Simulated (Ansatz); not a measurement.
`BB(N)S[SiH3]` and `BB(N)C[SiH3]` differ in one atom or group.

Ansatz, PBE0-D4/def2-TZVP geometries, multiplicity 1. Each molecule was computed in one conformer, which needn't be the lowest. `BB(N)S[SiH3]` holds a close contact that its SMILES doesn't draw: S···B 2.23 Å.

| property | `BB(N)S[SiH3]` |
| --- | --- |
| HOMO–LUMO gap (ωB97M-V/def2-TZVPP) / eV | 10.87 |
| HOMO–LUMO gap (PBE0/def2-TZVPP) / eV | 6.86 |
| HOMO energy (ωB97M-V/def2-TZVPP) / eV | -9.32 |
| LUMO energy (PBE/def2-TZVPP) / eV | -1.27 |
| LUMO energy (B3LYP/def2-TZVPP) / eV | -0.51 |
| size of the dipole moment (PBE/def2-TZVPP) / D | 3.44 |

Question: What does the change do to each property? (Estimate.)

Answer: The calculation gave: 
| property | `BB(N)C[SiH3]` | shift |
| --- | --- | --- |
| HOMO–LUMO gap (ωB97M-V/def2-TZVPP) / eV | 10.21 | -0.66 |
| HOMO–LUMO gap (PBE0/def2-TZVPP) / eV | 6.09 | -0.77 |
| HOMO energy (ωB97M-V/def2-TZVPP) / eV | -9.91 | -0.59 |
| LUMO energy (PBE/def2-TZVPP) / eV | -2.60 | -1.33 |
| LUMO energy (B3LYP/def2-TZVPP) / eV | -1.81 | -1.30 |
| size of the dipole moment (PBE/def2-TZVPP) / D | 1.87 | -1.57 |

With PBE0 the HOMO falls by 0.49 eV and the LUMO falls by 1.25 eV, so the gap narrows by about 0.76 eV. PBE moves the HOMO by -0.37 eV and ωB97M-V by -0.59 eV. The zero-point energy changes by 63.3 kJ/mol with +6 modes. Dipoles are sizes alone; their direction can turn.

Positive LUMOs are unbound, so they and the gaps depend on the basis.

B3LYP here is the variant with VWN-RPA as its local correlation; programs differ in this.
